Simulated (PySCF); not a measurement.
## How methods differ on the ionisation energy of B²⁺

B²⁺ [He] 2s1 [2s1/2^1, M_J = 1/2] → B³⁺ 1s2, as a difference of total energies. All numbers are calculated (PySCF 2.14, the two-component X2C-1e Hamiltonian, in an even-tempered Gaussian basis (18 s from 0.12 bohr⁻², ratio 2.4; 10 p from 0.16 bohr⁻², ratio 2.4; 6 d from 0.49 bohr⁻², ratio 2.6; 5 f from 0.74 bohr⁻², ratio 2.6)). Correlated levels: nothing frozen; the 30 highest virtual spinors dropped. "Screened" scales the spin-orbit matrix elements by Boettger's factors to mimic the two-electron term; Breit and QED terms are absent.

```tsv
method	ionisation energy (eV)
GHF (screened spin-orbit)	37.830
GMP2 (screened spin-orbit)	37.923
```

Question: How much does correlation contribute at GMP2 (screened spin-orbit)?

Answer: 37.923 − (37.830) = 0.093 eV, measured against GHF (screened spin-orbit).

For comparison: 37.931 eV (measured; NIST Atomic Spectra Database, ionization energies).
